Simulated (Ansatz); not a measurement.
Reaction (redistribution): `FB(S)S` + `[NH2][Hf]([NH2])([OH])[OH]` → `NB(S)S` + `[NH2][Hf]([OH])([OH])[F]`

Computed with Ansatz on PBE0-D4/def2-TZVP structures; ΔE is electronic, products minus reactants. CBS: MP2 limit from def2 TZ/QZ plus the TZ coupled-cluster correction, frozen cores. This one scheme is used for every species. Functionals use def2-TZVPP. Elements past krypton have def2 core potentials. For Hf outer-core shells are correlated without core-valence functions, which leaves a few kJ/mol of doubt a bond. One conformer a species, not always the lowest.

`FB(S)S`:

Cartesian coordinates in Å:
```
F -0.743 0.340 -1.077
B -0.013 0.006 -0.019
S 0.555 1.269 1.139
S 0.427 -1.719 0.285
H -0.017 2.288 0.475
H -0.209 -2.184 -0.803
```

`[NH2][Hf]([NH2])([OH])[OH]`:

```xyz
11

N     1.573   -0.782   -0.656
Hf    0.022    0.260    0.176
N    -1.701   -0.710   -0.348
O    -0.207    2.057   -0.518
O     0.404    0.258    2.078
H     2.431   -1.025   -0.183
H     1.615   -1.122   -1.605
H    -2.539   -0.264   -0.692
H    -1.862   -1.705   -0.289
H     0.091    2.846   -0.959
H     0.173    0.188    2.998
```

`NB(S)S`:

Z-matrix (Å, degrees):
```
N
B 1 1.397
H 1 1.004 2 123.4
H 1 1.005 2 122.7 3 179.9
S 2 1.824 1 118.4 3 -179.7
S 2 1.820 1 123.5 3 0.2
H 5 1.341 2 97.0 1 -179.6
H 6 1.343 2 97.7 1 0.4
```

`[NH2][Hf]([OH])([OH])[F]`:

Cartesian coordinates in Å:
```
N 0.348 1.353 -0.931
Hf 0.012 -0.461 -0.068
O -1.859 -0.553 0.358
O 1.233 -0.626 1.406
F 0.407 -1.862 -1.332
H 1.221 1.859 -0.913
H -0.332 1.895 -1.443
H -2.718 -0.750 0.714
H 1.689 -0.855 2.209
```

```
                     species  PBE energy (Eh)
                    `FB(S)S`       -921.99900
`[NH2][Hf]([NH2])([OH])[OH]`       -311.65420
                    `NB(S)S`       -878.10450
  `[NH2][Hf]([OH])([OH])[F]`       -355.58626
```

Work out ΔE.

ΔE = (-878.10450) + (-355.58626) − (-921.99900) − (-311.65420) = -0.03756 Eh = -23.6 kcal/mol. CCSD(T)/CBS gives -23.3 kcal/mol.

Largest T1 diagnostic among the species: 0.015.
